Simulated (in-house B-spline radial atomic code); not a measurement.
Sb²⁺ is squeezed into an impenetrable sphere of radius R (the orbitals vanish at R). Level of theory: Dirac-Hartree-Fock, average of configuration, Fermi nucleus of rms radius 4.6802 fm; calculated with a radial B-spline atomic code at the basis-set limit.

Energies in eV above the free ion in [Kr] 4d10 5s2 5p1:

```csv
R (bohr),highest level (eV),[Kr] 4d10 5s2 5p1,[Ar] 3d10 4s2 4p5 4d10 4f1 5s2 5p1,[Kr] 4d10 5s2 5f1
8.93,-24,0.0002641,130.4,22.89
6.95,-23.9,0.01661,131.4,27.72
4.71,-23,1.259,135.8,42.4
3.92,-20.4,5.326,142.2,56.2
3.86,-20.1,5.939,143,57.75
2.89,-5.81,36.28,178.7,109.5
2.8,-2.87,43.37,186.6,119.3
2.31,25.9,122.7,272,215.8
1.62,181,723.6,893.6,834.4
1.37,347,1568,1751,1665
```

Does [Ar] 3d10 4s2 4p5 4d10 4f1 5s2 5p1 fall below [Kr] 4d10 5s2 5p1 under compression?

No, it stays above over the whole range.

Does [Kr] 4d10 5s2 5f1 fall below [Kr] 4d10 5s2 5p1 under compression?

No, it stays above over the whole range.

The highest level is first positive in the row R = 2.31 bohr, pushed up by confinement above the zero of the free ion's potential. Each configuration is held fixed and needn't be the lowest in the sphere.
